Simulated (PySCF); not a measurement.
A structure optimised at B3LYP-D3(BJ)/def2-SVP, used in a PySCF frequency run:

```
Hf
F 1 1.8990
F 1 1.8990 2 108.96
I 1 2.7155 2 109.42 3 -119.59
I 1 2.7155 2 109.42 3 119.59
```
Charge 0, spin multiplicity 1.

Task: Write its SMILES, formula and point group.

Result: [F][Hf]([F])([I])[I], F₂HfI₂, C2v

Task: What are its rotational constants (standard atomic weights)?

Result: 1.0406, 0.37445, 0.30559 GHz
